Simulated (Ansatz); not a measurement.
Worked example: a bond strength in InSiNH6 (SMILES N[SiH2][InH2])

The species is InSiNH6 (9 atoms), meant as a singlet with charge 0. As SMILES, `N[SiH2][InH2]`. The shape was relaxed beforehand at PBE0/def2-SVP. This is one conformer, not always the lowest.

```tsv
atom	x (Å)	y (Å)	z (Å)
N	-0.9117	0.5858	-1.3339
Si	0.3822	0.7380	-0.1771
In	0.2687	-1.2627	1.4574
H	-1.0573	-0.3103	-1.7860
H	-1.0782	1.3400	-1.9928
H	0.1792	2.0357	0.5441
H	1.7748	0.8287	-0.7535
H	-0.5585	-2.7297	1.0067
H	1.0008	-1.2257	3.0350
```

Wanted: the dissociation energy of the In3–Si2 bond into doublet InH2 and doublet SiNH4 (shapes relaxed at PBE0/def2-SVP, no zero-point term). 1 Eh = 2625.50 kJ/mol = 27.2114 eV. Totals in Eh; open shells run unrestricted unless said.

| level | program | InSiNH6 | doublet InH2 | doublet SiNH4 |
| --- | --- | --- | --- | --- |
| HF/def2-SVP (core potential) | Ansatz | -535.938402 | -190.318189 | -345.552136 |
| wB97M-V/def2-SVP (core potential) | Ansatz | -537.719233 | -191.199380 | -346.419703 |
| MP2/def2-SVP (core potential), 10 core orbitals frozen | Ansatz | -536.302455 | -190.397042 | -345.812817 |

Task: Work out the dissociation energy at each level.

Result: 
1. HF/def2-SVP (core potential): (-190.318189) + (-345.552136) − (-535.938402) = 0.068077 Eh = 178.7 kJ/mol = 1.85 eV.
2. wB97M-V/def2-SVP (core potential): (-191.199380) + (-346.419703) − (-537.719233) = 0.100150 Eh = 262.9 kJ/mol = 2.73 eV.
3. MP2/def2-SVP (core potential): (-190.397042) + (-345.812817) − (-536.302455) = 0.092596 Eh = 243.1 kJ/mol = 2.52 eV.

The levels span 179 to 263 kJ/mol; no measured value is set beside them. Hartree–Fock lacks the correlation of the electrons that are unpaired, so it comes out low. A bond enthalpy at 298 K also holds the loss of zero-point energy and thermal terms.
